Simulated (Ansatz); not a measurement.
`C[N]1[SiH2][Al]1[CH3]` + `O[Si](O)(Cl)Cl` → `CO[Si](O)(Cl)Cl` + `C[N]1[AlH][SiH2]1`  (substitution at a C–Al bond)

Program: Ansatz. Geometries: PBE0-D4/def2-TZVP. ΔE: electronic, gas phase. CCSD(T)/CBS is the MP2 limit (def2-TZVPP, def2-QZVPP) plus CCSD(T) − MP2 in def2-TZVPP, frozen cores. DFT in def2-TZVPP. One conformer a species, not always the lowest.

**Question.** Is it downhill or uphill in electronic energy at CCSD(T)/CBS, and by how much? (Estimate.)

**Answer.** Ansatz gave: Uphill: ΔE = +99.1 kJ/mol.

**Question.** What do these levels give: r2SCAN-D4, ωB97X-V, r2SCAN, PBE0, CCSD/def2-TZVPP, SCS-MP2/def2-QZVPP? (Best estimate.)

**Answer.** Computed: r2SCAN-D4 100.7, ωB97X-V 91.0, r2SCAN 101.4, PBE0 100.6, CCSD/def2-TZVPP 95.4, SCS-MP2/def2-QZVPP 96.9 kJ/mol.

Largest T1 diagnostic among the species: 0.015.

In def2-TZVPP, CCSD(T) changes the Hartree–Fock value by +13.2 kJ/mol (the triples alone add +1.0 kJ/mol) and MP2 by +20.1 kJ/mol. The D4 term adds −4.0 kJ/mol with B3LYP and −2.2 kJ/mol with PBE0; it sums over pairs of atoms, weighted by their polarisabilities, and B3LYP, whose exchange is more repulsive, gets the larger term.

B3LYP here is the variant with VWN-RPA as its local correlation; programs differ in this.
